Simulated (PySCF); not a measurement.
Isomers of C6H7F3. Theory: PySCF 2.14.0, PBE0-D3(BJ)/def2-SVP geometry optimisation, gas phase. Energies are electronic, without zero-point or thermal terms, for one conformer each. No frequencies were run at this level. Point groups hold within 0.08 Å.

Problem. Rank from lowest to highest electronic energy at this level (kcal/mol).
A. `[CH2:1]=[C:2]([CH3:3])[CH2:4][C:5]([F:6])=[C:7]([F:8])[F:9]` with C1–C2–C4–C5 -120°, C2–C4–C5–F6 -77°
B. `[CH2:1]=[CH:2]/[CH:3]=[CH:4]\[CH2:5][C:6]([F:7])([F:8])[F:9]` with C1–C2–C3–C4 180°, C3–C4–C5–C6 114°
C. `[CH2:1]=[CH:2][C:3](=[CH2:4])[CH2:5][C:6]([F:7])([F:8])[F:9]` with C1–C2–C3–C4 178°, C2–C3–C5–C6 88°

Solution. B (0.0), C (0.3), A (24.5).

Neighbours under 2.5 kcal/mol apart (C=C/C=C\CC(F)(F)F and C=CC(=C)CC(F)(F)F) can change places with a better method, another conformer or zero-point energy.

```json
{"SMILES": "C=C/C=C\\CC(F)(F)F", "E (Eh)": "-531.41045", "E rel (kcal/mol)": "0.0", "dipole (D)": "2.13", "point group": "C1", "A, B, C (MHz)": "3612, 767.1, 724.3"}
{"SMILES": "C=CC(=C)CC(F)(F)F", "E (Eh)": "-531.41003", "E rel (kcal/mol)": "0.3", "dipole (D)": "2.01", "point group": "C1", "A, B, C (MHz)": "2446, 1248, 989.4"}
{"SMILES": "C=C(C)CC(F)=C(F)F", "E (Eh)": "-531.37134", "E rel (kcal/mol)": "24.5", "dipole (D)": "1.39", "point group": "C1", "A, B, C (MHz)": "2537, 1057, 832.2"}
```

Problem. As an exercise, what shares would exp(−E/RT) give at 500 K from these electronic energies alone (no entropy, no degeneracies)?

Solution. RT = 0.994 kcal/mol: C=C/C=C\CC(F)(F)F 56.6 %, C=CC(=C)CC(F)(F)F 43.4 %, C=C(C)CC(F)=C(F)F under 0.1 %.
